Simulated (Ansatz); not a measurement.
`FB1NCO1`, charge 0, multiplicity 1.

Give a relaxed structure at PBE0-D4/def2-TZVP (Ansatz). (Best estimate.)

Computed: 
Cartesian coordinates in Å:
```
F 0.545 2.291 -0.501
B 0.290 1.052 -0.143
N -0.696 0.094 -0.470
C 0.057 -0.784 0.408
O 0.980 0.263 0.765
H -1.260 -0.175 -1.253
H -0.492 -1.134 1.286
H 0.575 -1.608 -0.090
```
